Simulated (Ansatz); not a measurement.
Complex (SMILES): Cl (HCl) with N#N (N2), atoms 1 to 2 the first; geometry from B3LYP-D3(BJ)/def2-TZVP, monomers rigid:
```xyz
4

Cl     1.0940     0.2553     0.1057
H     -0.1754     0.0770     0.1766
N     -3.5503    -0.4010     0.3596
N     -2.4723    -0.2486     0.3008
```

Interaction energy at PBE with Ansatz (a program for electronic structure), kcal/mol, without and with the counterpoise correction (monomers among the partner's ghost functions). All functions are spherical. The program fits the integrals of some runs and decomposes those of others, by size. No added dispersion term, no relativity. Reference, counterpoise-corrected: the value in aug-pcseg-3, -1.21.

```tsv
basis	functions	uncorrected	counterpoise	counterpoise correction	mean of both
6-31G	33	-2.87	-2.02	0.86	-2.45
def2-SV(P)	48	-2.22	-1.34	0.88	-1.78
cc-pV(D+d)Z	56	-2.59	-1.59	1.00	-2.09
aug-pcseg-1	82	-1.50	-1.18	0.32	-1.34
6-311++G(2d,2p)	99	-1.53	-1.16	0.37	-1.35
pcseg-2	108	-1.43	-1.27	0.16	-1.35
def2-TZVPP	118	-1.45	-1.23	0.22	-1.34
def2-TZVPD	129	-1.36	-1.22	0.14	-1.29
jun-cc-pV(T+d)Z	140	-1.27	-1.20	0.07	-1.24
aug-cc-pV(T+d)Z	170	-1.29	-1.20	0.09	-1.25
def2-QZVP	214	-1.47	-1.26	0.21	-1.36
pcseg-3	217	-1.41	-1.23	0.18	-1.32
```

The corrected value lies nearer the reference in 12 of 12 rows.
